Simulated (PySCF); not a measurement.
C7H7ClOSi.
Atom-mapped SMILES: `[O:1]=[C:2]([Cl:3])[c:4]1[cH:5][cH:6][c:7]([SiH3:8])[cH:9][cH:10]1` (hydrogens: H11 on C5; H12 on C6; H13, H14, H15 on Si8; H16 on C9; H17 on C10)

The same species was optimised twice, with GFN2-xTB and with PBE0-D3(BJ)/def2-SVP (PySCF), and the same property calculations (PySCF, gas phase) were run on both structures.

```tsv
coordinate	GFN2-xTB	PBE0-D3(BJ)/def2-SVP	change
C2–C4 (Å)	1.461	1.483	+0.022
C9–C10 (Å)	1.381	1.392	+0.011
C6–C7 (Å)	1.394	1.405	+0.011
C2–Cl3 (Å)	1.778	1.788	+0.010
C5–C6 (Å)	1.378	1.388	+0.010
C7–C9 (Å)	1.393	1.402	+0.009
C7–Si8 (Å)	1.892	1.885	-0.007
C4–C5 (Å)	1.400	1.403	+0.003
C4–C10 (Å)	1.394	1.397	+0.003
O1=C2 (Å)	1.190	1.187	-0.003
O1–C2–C4 (°)	127.2	125.4	-1.8
O1–C2–Cl3 (°)	118.4	119.7	+1.3
Si8–C7–C9 (°)	121.8	121.0	-0.8
C5–C4–C10 (°)	119.1	119.7	+0.6
C6–C7–Si8 (°)	120.2	120.7	+0.5
Cl3–C2–C4 (°)	114.4	114.9	+0.5
C7–C9–C10 (°)	121.6	121.2	-0.4
C2–C4–C10 (°)	124.1	123.8	-0.3
O1–C2–C4–C5 (°)	0	-1	-1
```

Rotational constants: A = 2972, B = 446.4, C = 389.8 MHz (GFN2-xTB) against A = 2928, B = 442.5, C = 386.1 MHz (PBE0-D3(BJ)/def2-SVP).

On the GFN2-xTB structure: HOMO (eV) -8.12 [PBE0/pcSseg-1]; LUMO (eV) -2.41 [PBE0/pcSseg-1]; dipole (D) 3.80 [PBE0/pcSseg-1]; GIAO shielding of O1 (ppm) -230.6 [PBE0/pcSseg-1]; GIAO shielding of C2 (ppm) 9.9 [PBE0/pcSseg-1]; GIAO shielding of Cl3 (ppm) 541.5 [PBE0/pcSseg-1]; GIAO shielding of C4 (ppm) 50.4 [PBE0/pcSseg-1]; GIAO shielding of C5/C10 (mean) (ppm) 48.8 [PBE0/pcSseg-1]; GIAO shielding of C6/C9 (mean) (ppm) 45.4 [PBE0/pcSseg-1]; GIAO shielding of C7 (ppm) 39.6 [PBE0/pcSseg-1]; GIAO shielding of Si8 (ppm) 416.6 [PBE0/pcSseg-1].

**Question.** What do these properties become on the PBE0-D3(BJ)/def2-SVP structure?

**Answer.** 
| property | level | on GFN2-xTB | on PBE0-D3(BJ)/def2-SVP | change |
| --- | --- | --- | --- | --- |
| HOMO (eV) | PBE0/pcSseg-1 | -8.12 | -8.11 | +0.01 |
| LUMO (eV) | PBE0/pcSseg-1 | -2.41 | -2.43 | -0.02 |
| dipole (D) | PBE0/pcSseg-1 | 3.80 | 3.35 | -0.45 |
| energy, GFN2-xTB geometry as zero (kcal/mol) | PBE0/pcSseg-1 | 0.0 | -1.0 | -1.0 |
| GIAO shielding of O1 (ppm) | PBE0/pcSseg-1 | -230.6 | -228.8 | +1.8 |
| GIAO shielding of C2 (ppm) | PBE0/pcSseg-1 | 9.9 | 9.3 | -0.6 |
| GIAO shielding of Cl3 (ppm) | PBE0/pcSseg-1 | 541.5 | 538.4 | -3.1 |
| GIAO shielding of C4 (ppm) | PBE0/pcSseg-1 | 50.4 | 47.3 | -3.1 |
| GIAO shielding of C5/C10 (mean) (ppm) | PBE0/pcSseg-1 | 48.8 | 47.3 | -1.5 |
| GIAO shielding of C6/C9 (mean) (ppm) | PBE0/pcSseg-1 | 45.4 | 42.6 | -2.8 |
| GIAO shielding of C7 (ppm) | PBE0/pcSseg-1 | 39.6 | 39.6 | 0.0 |
| GIAO shielding of Si8 (ppm) | PBE0/pcSseg-1 | 416.6 | 414.7 | -1.9 |

The heavy atoms differ by 0.017 Å rms after alignment. Among bonds between heavy atoms C2–C4 changes most (+0.022 Å). Changes are differences of the printed values. Neither structure is proved a minimum here.

Conformer computed: `[O:1]=[C:2]([Cl:3])[c:4]1[cH:5][cH:6][c:7]([SiH3:8])[cH:9][cH:10]1`: O1–C2–C4–C5 -1°.
